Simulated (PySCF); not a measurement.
Vertical excitations of a molecule C₄H₈ClF from TDDFT-PBE/def2-SVPD run with PySCF, as energy in eV (oscillator strength): 7.00 (0.004), 7.18 (0.011), 7.44 (0.009), 7.54 (0.013), 7.90 (0.046), 7.92 (0.001), 8.03 (0.008), 8.07 (0.008), 8.17 (0.005), 8.18 (0.008). Lowest triplet (TDA): 6.42 eV. Geometry optimised at PBE0-D3(BJ)/def2-SVP. Other conformers were not sampled.

Question: Which molecule gave these data?
A) CC[C@@H](F)CCl
B) C[C@H](F)CCCl
C) CC[C@@](C)(F)Cl
D) CC(C)[C@H](F)Cl

Answer: D, CC(C)[C@H](F)Cl
